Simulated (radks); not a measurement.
Question: Species: a nucleus of charge 7.75 with 6 electrons. Configuration: [He] 2s2 2p2. All-electron calculation, scalar-relativistic Kohn-Sham, PBE, spin-polarised, spherical densities, finite nucleus; open shells are filled with parallel spins first; Fermi nuclear charge, rms radius 2.5582 fm. Program: a radial shooting solver on a logarithmic mesh with Libxc functionals. Some entries of the table are withheld. Estimate them.

| orbital | occ. | eigenvalue (eV) | <1/r> (bohr^-1) |
|---|---|---|---|
| 1s up | 1 | -516.3436 | (1) |
| 1s down | 1 | -514.6907 | (2) |
| 2s up | 1 | -52.8982 | 1.363 |
| 2s down | 1 | -48.4224 | 1.329 |
| 2p up | 2 | -38.6661 | 1.257 |
| 2p down | 0 | -34.1704 | 1.220 |

Answer: 
(1) 1s up <1/r> (bohr^-1): 7.382
(2) 1s down <1/r> (bohr^-1): 7.397
